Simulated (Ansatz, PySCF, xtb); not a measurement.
Potential energy curve for SeH, doublet.

Computed with: UHF/STO-3G = unrestricted Hartree-Fock/STO-3G (PySCF 2.14.0); GFN1-xTB (xtb); UKS-B3LYP/LANL2DZ = PySCF 2.14.0 with unrestricted B3LYP/LANL2DZ, with its core potentials past Ne; FCI = full CI/cc-pVDZ, cores with 3d frozen (Ansatz, a first-principles code).

Energies relative to the lowest point of each curve near equilibrium, in kcal/mol; the last columns give the difference from FCI:

```json
[
 {"R / Å": "1.17", "UHF/STO-3G": "38.2", "GFN1-xTB": "34.7", "UKS-B3LYP/LANL2DZ": "44.4", "FCI": "40.9", "UHF/STO-3G − FCI": "-2.7", "GFN1-xTB − FCI": "-6.2", "UKS-B3LYP/LANL2DZ − FCI": "3.4"},
 {"R / Å": "1.24", "UHF/STO-3G": "19.3", "GFN1-xTB": "16.1", "UKS-B3LYP/LANL2DZ": "24.6", "FCI": "21.5", "UHF/STO-3G − FCI": "-2.2", "GFN1-xTB − FCI": "-5.4", "UKS-B3LYP/LANL2DZ − FCI": "3.1"},
 {"R / Å": "1.32", "UHF/STO-3G": "6.4", "GFN1-xTB": "5.0", "UKS-B3LYP/LANL2DZ": "10.6", "FCI": "8.2", "UHF/STO-3G − FCI": "-1.9", "GFN1-xTB − FCI": "-3.2", "UKS-B3LYP/LANL2DZ − FCI": "2.4"},
 {"R / Å": "1.37", "UHF/STO-3G": "2.1", "GFN1-xTB": "1.6", "UKS-B3LYP/LANL2DZ": "5.3", "FCI": "3.5", "UHF/STO-3G − FCI": "-1.5", "GFN1-xTB − FCI": "-1.9", "UKS-B3LYP/LANL2DZ − FCI": "1.8"},
 {"R / Å": "1.42", "UHF/STO-3G": "0.1", "GFN1-xTB": "0.1", "UKS-B3LYP/LANL2DZ": "2.0", "FCI": "0.9", "UHF/STO-3G − FCI": "-0.9", "GFN1-xTB − FCI": "-0.8", "UKS-B3LYP/LANL2DZ − FCI": "1.1"},
 {"R / Å": "1.47", "UHF/STO-3G": "0.0", "GFN1-xTB": "0.0", "UKS-B3LYP/LANL2DZ": "0.4", "FCI": "0.0", "UHF/STO-3G − FCI": "0.0", "GFN1-xTB − FCI": "0.0", "UKS-B3LYP/LANL2DZ − FCI": "0.4"},
 {"R / Å": "1.51", "UHF/STO-3G": "1.1", "GFN1-xTB": "0.7", "UKS-B3LYP/LANL2DZ": "0.0", "FCI": "0.2", "UHF/STO-3G − FCI": "0.9", "GFN1-xTB − FCI": "0.5", "UKS-B3LYP/LANL2DZ − FCI": "-0.2"},
 {"R / Å": "1.54", "UHF/STO-3G": "2.5", "GFN1-xTB": "1.6", "UKS-B3LYP/LANL2DZ": "0.2", "FCI": "0.8", "UHF/STO-3G − FCI": "1.7", "GFN1-xTB − FCI": "0.8", "UKS-B3LYP/LANL2DZ − FCI": "-0.6"},
 {"R / Å": "1.63", "UHF/STO-3G": "9.1", "GFN1-xTB": "5.8", "UKS-B3LYP/LANL2DZ": "2.5", "FCI": "4.4", "UHF/STO-3G − FCI": "4.7", "GFN1-xTB − FCI": "1.4", "UKS-B3LYP/LANL2DZ − FCI": "-1.9"},
 {"R / Å": "1.70", "UHF/STO-3G": "16.0", "GFN1-xTB": "10.4", "UKS-B3LYP/LANL2DZ": "5.7", "FCI": "8.5", "UHF/STO-3G − FCI": "7.5", "GFN1-xTB − FCI": "1.9", "UKS-B3LYP/LANL2DZ − FCI": "-2.8"},
 {"R / Å": "1.81", "UHF/STO-3G": "28.5", "GFN1-xTB": "19.2", "UKS-B3LYP/LANL2DZ": "12.2", "FCI": "16.1", "UHF/STO-3G − FCI": "12.3", "GFN1-xTB − FCI": "3.1", "UKS-B3LYP/LANL2DZ − FCI": "-3.9"},
 {"R / Å": "1.96", "UHF/STO-3G": "42.9", "GFN1-xTB": "32.9", "UKS-B3LYP/LANL2DZ": "22.7", "FCI": "27.3", "UHF/STO-3G − FCI": "15.6", "GFN1-xTB − FCI": "5.5", "UKS-B3LYP/LANL2DZ − FCI": "-4.6"},
 {"R / Å": "2.23", "UHF/STO-3G": "56.7", "GFN1-xTB": "56.6", "UKS-B3LYP/LANL2DZ": "41.8", "FCI": "45.3", "UHF/STO-3G − FCI": "11.4", "GFN1-xTB − FCI": "11.3", "UKS-B3LYP/LANL2DZ − FCI": "-3.5"},
 {"R / Å": "2.46", "UHF/STO-3G": "61.7", "GFN1-xTB": "74.0", "UKS-B3LYP/LANL2DZ": "53.8", "FCI": "56.3", "UHF/STO-3G − FCI": "5.4", "GFN1-xTB − FCI": "17.7", "UKS-B3LYP/LANL2DZ − FCI": "-2.5"},
 {"R / Å": "2.63", "UHF/STO-3G": "63.6", "GFN1-xTB": "84.9", "UKS-B3LYP/LANL2DZ": "59.5", "FCI": "61.7", "UHF/STO-3G − FCI": "1.8", "GFN1-xTB − FCI": "23.2", "UKS-B3LYP/LANL2DZ − FCI": "-2.2"},
 {"R / Å": "2.91", "UHF/STO-3G": "65.1", "GFN1-xTB": "99.0", "UKS-B3LYP/LANL2DZ": "65.0", "FCI": "67.0", "UHF/STO-3G − FCI": "-1.9", "GFN1-xTB − FCI": "32.0", "UKS-B3LYP/LANL2DZ − FCI": "-2.0"},
 {"R / Å": "3.23", "UHF/STO-3G": "65.8", "GFN1-xTB": "109.9", "UKS-B3LYP/LANL2DZ": "67.9", "FCI": "69.5", "UHF/STO-3G − FCI": "-3.8", "GFN1-xTB − FCI": "40.4", "UKS-B3LYP/LANL2DZ − FCI": "-1.6"},
 {"R / Å": "3.63", "UHF/STO-3G": "66.0", "GFN1-xTB": "—", "UKS-B3LYP/LANL2DZ": "69.5", "FCI": "70.7", "UHF/STO-3G − FCI": "-4.6", "GFN1-xTB − FCI": "—", "UKS-B3LYP/LANL2DZ − FCI": "-1.1"},
 {"R / Å": "3.97", "UHF/STO-3G": "66.1", "GFN1-xTB": "—", "UKS-B3LYP/LANL2DZ": "70.0", "FCI": "71.0", "UHF/STO-3G − FCI": "-4.9", "GFN1-xTB − FCI": "—", "UKS-B3LYP/LANL2DZ − FCI": "-0.9"},
 {"R / Å": "4.44", "UHF/STO-3G": "66.1", "GFN1-xTB": "—", "UKS-B3LYP/LANL2DZ": "70.3", "FCI": "71.1", "UHF/STO-3G − FCI": "-5.0", "GFN1-xTB − FCI": "—", "UKS-B3LYP/LANL2DZ − FCI": "-0.8"},
 {"R / Å": "5.26", "UHF/STO-3G": "66.1", "GFN1-xTB": "—", "UKS-B3LYP/LANL2DZ": "70.4", "FCI": "71.2", "UHF/STO-3G − FCI": "-5.0", "GFN1-xTB − FCI": "—", "UKS-B3LYP/LANL2DZ − FCI": "-0.7"}
]
```

UHF/STO-3G is furthest from FCI at 1.96 (15.6 kcal/mol, above); its mean absolute difference over the points is 4.5 kcal/mol.

GFN1-xTB is furthest from FCI at 3.23 (40.4 kcal/mol, above); its mean absolute difference over the points is 9.1 kcal/mol.

UKS-B3LYP/LANL2DZ is furthest from FCI at 1.96 (-4.6 kcal/mol, below); its mean absolute difference over the points is 2.0 kcal/mol.

A dash means that the run gave no value there, or that the column was ended at a point which the program doubted or which failed a test of continuity chosen for this set; such a test can also cut sound points.

The scan ran from 1.17 to 5.97 Å; beyond the distances shown full CI changes its symmetry label. The unrestricted determinant behind UHF/STO-3G is spin-contaminated at 1.81 to 5.26 Å (<S²> up to 1.8, against 0.75 for a pure doublet). The unrestricted determinant behind UKS-B3LYP/LANL2DZ is spin-contaminated at 2.23 to 5.26 Å (<S²> up to 1.8, against 0.75 for a pure doublet).
